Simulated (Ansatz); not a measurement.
Stepwise reaction of `C#[C][GeH2][C]#C` with hydrogen fluoride, as a gas-phase model of exchange steps in deposition or etching. ΔE in kJ/mol; ΔG adds harmonic PBE0-D4 terms to CCSD(T)/CBS, at 1 bar.

Gas-phase electronic energies from Ansatz, PBE0-D4/def2-TZVP geometries. CCSD(T)/CBS adds triple-zeta CCSD(T) − MP2 to the extrapolated MP2 energy (def2 sets, frozen cores). This one scheme is used for every species. DFT in def2-TZVPP. B3LYP here is the variant with VWN-RPA as its local correlation; programs differ in this. For Ge outer-core shells are correlated without core-valence functions, which leaves a few kJ/mol of doubt a bond. Scalar relativity is left out up to krypton.

```
step                                         reaction  PBE-D4  B3LYP-D4  ωB97M-V  CCSD(T)/CBS  ΔG(600 K)
   2  `C#[C][GeH2][F]` + H–F → `[F][GeH2][F]` + `C#C`   -49.2     -55.6    -55.0        -45.0      -38.7
```

Q: Give the row of step 1, `C#[C][GeH2][C]#C` + H–F → `C#[C][GeH2][F]` + `C#C`. (An estimate is asked.)

A: Computed: 
```json
{"step": "1", "reaction": "`C#[C][GeH2][C]#C` + H–F → `C#[C][GeH2][F]` + `C#C`", "PBE-D4": "-40.0", "B3LYP-D4": "-47.5", "ωB97M-V": "-45.9", "CCSD(T)/CBS": "-35.5", "ΔG(600 K)": "-36.7"}
```

Q: By hand: ΔE of the 2 steps together at CCSD(T)/CBS.

A: (-35.5) + (-45.0) = -80.5 kJ/mol, or -40.2 kJ/mol a step.

In ΔE each step is lower than the one before. All are downhill at CCSD(T)/CBS. ΔG lies between -38.7 and -36.7 kJ/mol a step. PBE-D4 differs from CCSD(T)/CBS by -4.5 to -4.2 kJ/mol a step. Isolated molecules leave out the surface, adducts and barriers. Largest T1 diagnostic: 0.013.
